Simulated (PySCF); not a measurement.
**Computed spin Hamiltonian**

Compound: C8H10 (charge +1 and doublet state).
Numbering: `[CH3:1][CH2:2][C+:3]1[CH:4][CH:5]=[CH:6][CH:7]=[CH:8]1` (hydrogens: H9, H10, H11 on C1; H12, H13 on C2; H14 on C4; H15 on C5; H16 on C6; H17 on C7; H18 on C8)

Geometry (GFN2-xTB, Å), atoms numbered from 1 in this order:
```
atom  x, y, z in Å
C1    -2.6055    0.2389    0.2483
C2    -1.5134   -0.1559   -0.7140
C3    -0.1099   -0.0436   -0.2874
C4     0.2827    0.5203    0.9468
C5     1.6011    0.4982    1.3314
C6     2.5769   -0.0378    0.4746
C7     2.2100   -0.5963   -0.7548
C8     0.8943   -0.5755   -1.1456
H9    -2.5863   -0.3799    1.1466
H10   -3.5771    0.1136   -0.2222
H11   -2.5089    1.2763    0.5690
H12   -1.6967   -1.1754   -1.0924
H13   -1.6026    0.4398   -1.6421
H14   -0.4578    0.9596    1.5963
H15    1.8969    0.9117    2.2834
H16    3.6194    0.0184    0.7522
H17    2.9637   -1.0219   -1.3994
H18    0.6045   -0.9842   -2.1027
```

The hyperfine couplings belong to this conformer and change with its torsions.

Theory: PySCF, UKS B3LYP, pcH-1 on C H, non-relativistic, mean-field spin-orbit, GIAO. One conformer (not necessarily the lowest) at the GFN2-xTB geometry, without solvent, vibrations or thermal averaging. The geometry wasn't refined by DFT: couplings that depend on bond lengths, twists or pyramidal angles can differ widely from those at the functional's own minimum, by a factor of two or more for some ions and for spin on atoms past the first row. Stability of the SCF solution: not tested.

| Property | Result |
| --- | --- |
| g1, g2, g3 | 2.00221, 2.00228, 2.00312 |
| g_iso | 2.00253 |
| Form of g | close to axial: the two nearest values differ by 7 % of g3 − g1 |
| ⟨S²⟩ | 0.7607 (exact 0.7500) |
| α and β electrons | 29, 28 |
| HOMO–LUMO gap, α and β orbitals | 6.21, 2.10 eV |
| Total energy | -310.58654 Eh |
| Basis functions | 300 |

Isotropic coupling and dipolar principal values T1 to T3, in mT; ρ(0) is the spin density at the nucleus (MHz turned into mT with g_iso):

```csv
atom,isotope,a_iso,T1,T2,T3,Mulliken spin population,ρ(0) (bohr⁻³)
C1,13C,-0.05,-0.02,0.00,0.02,0.00,-0.0013
C2,13C,-0.49,-0.23,-0.15,0.38,-0.01,-0.0123
C3,13C,0.73,-1.06,-1.05,2.12,0.37,0.0182
C4,13C,-0.23,-0.20,-0.15,0.35,0.04,-0.0056
C5,13C,-0.31,-0.17,-0.12,0.29,0.02,-0.0077
C6,13C,1.08,-1.23,-1.19,2.42,0.44,0.0269
C7,13C,-0.64,-0.28,0.12,0.16,-0.08,-0.0158
C8,13C,0.15,-0.51,-0.46,0.97,0.15,0.0038
H9,1H,0.39,-0.06,-0.04,0.10,0.01,0.0025
H10,1H,-0.04,-0.05,-0.04,0.09,0.00,-0.0003
H11,1H,0.33,-0.06,-0.04,0.11,0.00,0.0020
H12,1H,3.65,-0.20,-0.09,0.29,0.04,0.0229
H13,1H,5.40,-0.22,-0.07,0.29,0.06,0.0339
H14,1H,-0.17,-0.15,-0.10,0.25,0.00,-0.0011
H15,1H,-0.13,-0.14,-0.10,0.25,0.00,-0.0008
H16,1H,-0.98,-0.58,-0.09,0.67,-0.02,-0.0061
H17,1H,0.09,-0.11,-0.03,0.15,0.00,0.0005
H18,1H,-0.40,-0.26,-0.11,0.38,-0.01,-0.0025
```

Largest spin populations (Mulliken): C6 (+0.44), C3 (+0.37), C8 (+0.15) and C7 (-0.08). The positive populations add up to 1.12 and the negative ones to -0.12, together 2S = 1.

The SMILES `CC[C+]1[CH]C=CC=C1` draws the unpaired electron on C4, whose computed spin population is only +0.04.

Under fast tumbling the dipolar parts average out, and these isotropic splittings remain: 2 × 1H (H12/H13, I = 1/2, 3 lines) with 4.52 mT, 1 × 1H (H16, I = 1/2, 2 lines) with 0.98 mT, 2 × 1H (H14/H18, I = 1/2, 3 lines) with 0.28 mT and 3 × 1H (H9/H10/H11, I = 1/2, 4 lines) with 0.23 mT.

Means are taken over nuclei equivalent by connectivity, which assumes that they swap fast. The three 1H nuclei of mean +6.3 MHz run from -1.2 to 11.1 MHz in the frozen geometry. The 1H value of +126.8 MHz is a mean of couplings from 102.3 to 151.3 MHz in this one geometry, not an average over conformers. The 1H value of -8.0 MHz is a mean of couplings from -11.2 to -4.7 MHz in this one geometry, not an average over conformers.

The 13C coupling of C6 (30.2 MHz) shows only in satellite lines or after enrichment, since that isotope makes up about 1.07 % of natural carbon.

Examples of negative spin density at the nucleus (bohr⁻³): C2 (-0.0123), C5/C7 (-0.0118) and H16 (-0.0061).
